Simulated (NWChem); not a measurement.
Program: NWChem. System: CH4SSi, charge 1, spin multiplicity 2, at the geometry of a parent with another charge or spin, in a state set for the comparison that need not be this species' ground state. Its SCF solution wasn't tested for a lower state. Level: UHF/6-31+G* (spherical d).

Input file:

```
start mol
memory heap 200 mb stack 900 mb global 1100 mb
charge 1
geometry units angstroms nocenter noautoz
  Si    -0.667148    -0.704714     0.000000
  C      1.103183    -1.462243     0.000000
  H      1.191202    -2.132038     0.884782
  H      1.960608    -0.759052     0.000000
  H      1.191202    -2.132038    -0.884782
  S     -0.022329     1.358652     0.000000
  H     -1.264778     1.924159     0.000000
  symmetry group Cs
end
basis spherical
  * library 6-31+g*
end
scf
  uhf
  nopen 1
  maxiter 100
  thresh 1e-7
  semidirect memsize 60000000 filesize 0
  # guess.movecs holds the orbitals of an unrestricted PBE0 run
  vectors input guess.movecs output mol.movecs
end
task scf energy
```

Output (cleaned and shortened):

```
             Northwest Computational Chemistry Package (NWChem) 7.3.0
             --------------------------------------------------------

                                NWChem Input Module
                                -------------------

 Scaling coordinates for geometry "geometry" by  1.889725989
 (inverse scale =  0.529177249)

 Turning off AUTOSYM since
 SYMMETRY directive was detected!

                             Geometry "geometry" -> ""
                             -------------------------

 Output coordinates in angstroms (scale by  1.889725989 to convert to a.u.)

  No.       Tag          Charge          X              Y              Z
 ---- ---------------- ---------- -------------- -------------- --------------
    1 Si                  14.0000    -0.66714800    -0.70471400     0.00000000
    2 C                    6.0000     1.10318300    -1.46224300     0.00000000
    3 H                    1.0000     1.19120200    -2.13203800     0.88478200
    4 H                    1.0000     1.96060800    -0.75905200     0.00000000
    5 H                    1.0000     1.19120200    -2.13203800    -0.88478200
    6 S                   16.0000    -0.02232900     1.35865200     0.00000000
    7 H                    1.0000    -1.26477800     1.92415900     0.00000000

 Effective nuclear repulsion energy (a.u.)     130.2695380498

            Nuclear Dipole moment (a.u.)
            ----------------------------
        X                 Y               Z
 ---------------- ---------------- ----------------
    -0.0000075589     0.0000170075     0.0000000000

      Symmetry information
      --------------------

 Group name             Cs
 Group number              2
 Group order               2
 No. of unique centers     6

      Symmetry unique atoms

     1    2    3    4    6    7


 Summary of "ao basis" -> "" (spherical)
 ------------------------------------------------------------------------------
       Tag                 Description            Shells   Functions and Types
 ---------------- ------------------------------  ------  ---------------------
 *                          6-31+g*                   on all atoms

 Summary of "ao basis" -> "ao basis" (spherical)
 ------------------------------------------------------------------------------
       Tag                 Description            Shells   Functions and Types
 ---------------- ------------------------------  ------  ---------------------
 Si                         6-31+g*                 10       22   5s4p1d
 C                          6-31+g*                  8       18   4s3p1d
 H                          6-31+g*                  2        2   2s
 S                          6-31+g*                 10       22   5s4p1d

                                 NWChem SCF Module
                                 -----------------

  ao basis        = "ao basis"
  functions       =    70
  atoms           =     7
  alpha electrons =    20
  beta  electrons =    19
  charge          =   1.00
  wavefunction    = UHF
  use symmetry    = T
  symmetry adapt  = T

 Summary of "ao basis" -> "ao basis" (spherical)
 ------------------------------------------------------------------------------
       Tag                 Description            Shells   Functions and Types
 ---------------- ------------------------------  ------  ---------------------
 Si                         6-31+g*                 10       22   5s4p1d
 C                          6-31+g*                  8       18   4s3p1d
[...]
    57      0.163887  6 S  px

 Vector   18  Occ=1.000000D+00  E=-6.363094D-01  Symmetry=a'
              MO Center=  1.3D-01, -6.3D-02,  6.7D-14, r^2= 3.3D+00
   Bfn.  Coefficient  Atom+Function         Bfn.  Coefficient  Atom+Function
  ----- ------------  ---------------      ----- ------------  ---------------
     8      0.391637  1 Si py                54     -0.372924  6 S  py
    25      0.216303  2 C  px                53     -0.210363  6 S  px
     7     -0.195380  1 Si px                26     -0.177974  2 C  py
    58     -0.151525  6 S  py

 Vector   19  Occ=1.000000D+00  E=-5.995138D-01  Symmetry=a"
              MO Center= -7.3D-02,  1.1D+00, -4.8D-14, r^2= 1.9D+00
   Bfn.  Coefficient  Atom+Function         Bfn.  Coefficient  Atom+Function
  ----- ------------  ---------------      ----- ------------  ---------------
    55      0.661638  6 S  pz                59      0.389104  6 S  pz
    51     -0.247698  6 S  pz                 9      0.153350  1 Si pz

 Vector   20  Occ=0.000000D+00  E=-2.571551D-01  Symmetry=a'
              MO Center= -8.4D-01, -6.4D-01,  2.3D-12, r^2= 3.5D+00
   Bfn.  Coefficient  Atom+Function         Bfn.  Coefficient  Atom+Function
  ----- ------------  ---------------      ----- ------------  ---------------
    10      0.538037  1 Si s                  7     -0.349941  1 Si px
    14      0.296792  1 Si s                  6      0.278139  1 Si s
    54      0.232366  6 S  py                58      0.198701  6 S  py
    28     -0.175000  2 C  s                 32     -0.174746  2 C  s
    25      0.172439  2 C  px                11     -0.169415  1 Si px

 Vector   21  Occ=0.000000D+00  E=-1.783018D-01  Symmetry=a"
              MO Center= -6.7D-01, -6.0D-01, -4.1D-12, r^2= 3.7D+00
   Bfn.  Coefficient  Atom+Function         Bfn.  Coefficient  Atom+Function
  ----- ------------  ---------------      ----- ------------  ---------------
    13      0.581239  1 Si pz                 9      0.521830  1 Si pz
    55     -0.241386  6 S  pz                59     -0.238527  6 S  pz
    17      0.226100  1 Si pz                 5     -0.194337  1 Si pz

 Vector   22  Occ=0.000000D+00  E=-8.981738D-02  Symmetry=a'
              MO Center= -1.0D+00, -1.0D+00,  1.4D-13, r^2= 1.0D+01
   Bfn.  Coefficient  Atom+Function         Bfn.  Coefficient  Atom+Function
  ----- ------------  ---------------      ----- ------------  ---------------
    16      1.537671  1 Si py                32      1.512136  2 C  s
    60     -1.494215  6 S  s                 62      0.622581  6 S  py
    12      0.531628  1 Si py                33     -0.497292  2 C  px
    15     -0.469566  1 Si px                56     -0.349307  6 S  s
    28      0.301034  2 C  s                 58      0.227857  6 S  py

 center of mass
 --------------
 x =  -0.07556238 y =   0.07593316 z =   0.00000000

 moments of inertia (a.u.)
 ------------------
         405.314978518356          57.578638338206           0.000000000000
          57.578638338206         131.683239358045           0.000000000000
           0.000000000000           0.000000000000         525.728440225913

  Mulliken analysis of the total density
  --------------------------------------

    Atom       Charge   Shell Charges
 -----------   ------   -------------------------------------------------------
    1 Si  14    13.07   2.00  2.00  5.97  1.13  1.35  0.28  0.18  0.01  0.03  0.11
    2 C    6     6.93   2.00  0.64  2.02  0.82  1.37  0.05  0.00  0.03
    3 H    1     0.71   0.49  0.22
    4 H    1     0.69   0.49  0.20
    5 H    1     0.71   0.49  0.22
    6 S   16    16.06   2.00  2.00  5.98  1.33  2.95  0.60  1.27 -0.08 -0.05  0.06
    7 H    1     0.84   0.47  0.37

  Mulliken analysis of the alpha density
  --------------------------------------

    Atom       Charge   Shell Charges
 -----------   ------   -------------------------------------------------------
    1 Si  14     6.89   1.00  1.00  2.99  0.64  0.87  0.17  0.14  0.00  0.02  0.06
    2 C    6     3.54   1.00  0.32  1.06  0.41  0.71  0.02 -0.00  0.02
    3 H    1     0.35   0.24  0.11
    4 H    1     0.36   0.25  0.10
    5 H    1     0.35   0.24  0.11
    6 S   16     8.09   1.00  1.00  2.99  0.67  1.53  0.30  0.64 -0.04 -0.02  0.03
    7 H    1     0.42   0.24  0.18

   Mulliken analysis of the beta density
   -------------------------------------

    Atom       Charge   Shell Charges
 -----------   ------   -------------------------------------------------------
    1 Si  14     6.18   1.00  1.00  2.98  0.49  0.48  0.10  0.04  0.01  0.02  0.05
    2 C    6     3.38   1.00  0.31  0.95  0.40  0.67  0.03  0.01  0.02
    3 H    1     0.36   0.25  0.11
    4 H    1     0.34   0.24  0.10
    5 H    1     0.36   0.25  0.11
    6 S   16     7.96   1.00  1.00  2.99  0.67  1.42  0.30  0.63 -0.04 -0.03  0.03
    7 H    1     0.42   0.23  0.18

   Mulliken analysis of the spin density
   -------------------------------------

    Atom       Charge   Shell Charges
 -----------   ------   -------------------------------------------------------
    1 Si  14     0.71   0.00  0.00  0.00  0.15  0.39  0.07  0.10 -0.01 -0.00  0.00
    2 C    6     0.16   0.00  0.01  0.11  0.01  0.04 -0.01 -0.01  0.00
    3 H    1    -0.01  -0.01 -0.01
    4 H    1     0.02   0.01  0.01
    5 H    1    -0.01  -0.01 -0.01
    6 S   16     0.13  -0.00 -0.00  0.00  0.00  0.11 -0.01  0.02  0.00  0.00 -0.00
    7 H    1     0.01   0.00  0.00

       Multipole analysis of the density wrt the origin
       ------------------------------------------------

     L   x y z        total         alpha         beta         nuclear
     -   - - -        -----         -----         ----         -------
     0   0 0 0      1.000000    -20.000000    -19.000000     40.000000

     1   1 0 0     -1.026054      0.271173     -1.297219     -0.000008
     1   0 1 0     -1.128708      0.081331     -1.210056      0.000017
     1   0 0 1      0.000000      0.000000      0.000000      0.000000

     2   2 0 0    -17.949885    -51.460291    -44.420344     77.930749
     2   1 1 0     -1.511680     20.143964     23.279990    -44.935634
     2   1 0 1     -0.000000     -0.000000     -0.000000      0.000000
     2   0 2 0    -16.073123   -122.859795   -117.070197    223.856870
     2   0 1 1     -0.000000     -0.000000      0.000000      0.000000
     2   0 0 2    -22.154915    -14.449898    -13.296155      5.591138

 Task  times  cpu:        1.9s     wall:        1.9s

 Total times  cpu:        1.9s     wall:        1.9s
```
